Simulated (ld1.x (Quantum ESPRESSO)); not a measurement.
## rubidium (Rb), TM: configuration errors across variants

```
Element                 : rubidium
Generator               : ld1.x (Quantum ESPRESSO) 7.5
Type                    : norm-conserving Troullier–Martins (Kleinman–Bylander form)
Functional              : PBE
Relativity              : non-relativistic
Frozen core             : [Ar] 3d10 4s2
Valence charge          : 7
Reference configuration : 4p6 4d0 5s0 5p0 (charge +1)
Partial waves           : 4p (bound): rc 2.20 bohr; 4d (bound, empty): rc 3.15 bohr; 5s (bound, empty): rc 4.10 bohr
Local potential         : the s channel
Core correction         : a·sin(br)/r model core inside 2.25 bohr
```

All-electron excitation energies from the reference (eV): (1) 4p6 4d0 5s1 5p0 -4.085; (2) 4p6 4d0 5s0.5 5p0 -2.531; (3) 4p6 4d0 5s0 5p1 -2.632; (4) 4p6 4d0.5 5s0.5 5p0 -3.012; (5) 4p5 4d0 5s1 5p0 17.119; (6) 4p6 4d1 5s0 5p0 -1.945.

Errors AE − PS in meV (a dash: test not solved or not reliable):

| change | (1) | (2) | (3) | (4) | (5) | (6) | bound ghosts |
| --- | --- | --- | --- | --- | --- | --- | --- |
| base | +2.4 | +0.3 | -135 | -0.7 | -285 | -3.9 | none |
| all radii but the core radius scaled by about 0.75 (s 3.08, p 1.66, d 2.36 bohr) | +3.9 | +0.7 | -121 | +0.1 | -189 | -3.4 | none |
| all radii but the core radius scaled by about 0.83 (s 3.40, p 1.82, d 2.62 bohr) | +2.7 | +0.4 | -133 | -0.6 | -263 | -4.0 | none |
| all radii but the core radius scaled by about 0.91 (s 3.72, p 2.00, d 2.86 bohr) | +2.4 | +0.4 | -136 | -0.7 | -286 | -4.2 | none |
| all radii but the core radius scaled by about 1.09 (s 4.48, p 2.40, d 3.44 bohr) | +2.4 | +0.1 | -133 | -0.6 | -268 | -3.3 | none |
| all radii but the core radius scaled by about 1.17 (s 4.80, p 2.58, d 3.70 bohr) | +2.4 | -0.4 | -130 | -0.4 | -235 | -2.1 | none |
| all radii but the core radius scaled by about 1.24 (s 5.10, p 2.74, d 3.92 bohr) | +2.6 | -1.3 | -125 | +0.1 | -184 | -0.4 | none |
| all radii but the core radius scaled by about 1.32 (s 5.40, p 2.90, d 4.16 bohr) | +2.7 | -2.1 | -121 | +0.7 | -140 | +1.5 | none |
| all radii but the core radius scaled by about 1.41 (s 5.76, p 3.10, d 4.42 bohr) | +2.6 | -3.3 | -115 | +1.7 | -84 | +4.4 | none |

Question: Give the same row for: all radii but the core radius scaled by about 0.97 (s 3.96, p 2.12, d 3.04 bohr).

Answer: +2.5, +0.4, -136, -0.7, -288, -4.1; bound ghosts: none.
